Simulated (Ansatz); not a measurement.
Calculated with Ansatz (gas phase, PBE0-D4/def2-TZVP geometries, no zero-point term in ΔE). CBS: MP2 limit from def2 TZ/QZ plus the TZ coupled-cluster correction, frozen cores. DFT in def2-TZVPP. HSE06 is defined as in plane-wave codes. Each species was taken in one conformer, which may not be the lowest.

`COB(O)OC` + `[OH][AlH][SH]` → `C[O][AlH][SH]` + `COB(O)O`  (substitution at a C–O bond)

Q: Is it downhill or uphill in electronic energy at CCSD(T)/CBS, and by how much? (An estimate is asked.)

A: Computed: Uphill: ΔE = +4.0 kJ/mol.

Q: What do these levels give: LDA (SPW92), BLYP-D4, HSE06-D4, BHLYP-D4, ωB97X-V, ωB97M-V, B2PLYP, BLYP, r2SCAN, CAM-B3LYP, CCSD(T)/def2-TZVPP, HF/CBS(def2)? (Estimate.)

A: The calculation gave: LDA (SPW92) 2.5, BLYP-D4 1.6, HSE06-D4 1.0, BHLYP-D4 1.0, ωB97X-V 2.6, ωB97M-V 2.8, B2PLYP 2.3, BLYP 1.5, r2SCAN 1.9, CAM-B3LYP 2.3, CCSD(T)/def2-TZVPP 3.1, HF/CBS(def2) 0.2 kJ/mol.

Largest T1 diagnostic among the species: 0.012.

Leaving LDA and LC-ωPBE aside and taking each functional with its dispersion term where it has one, the values spread over 1.8 kJ/mol, from HSE06-D4 to ωB97M-V. At CCSD(T), def2-SVP lies −6.5 kJ/mol from the extrapolated value and def2-TZVPP −0.8 kJ/mol.
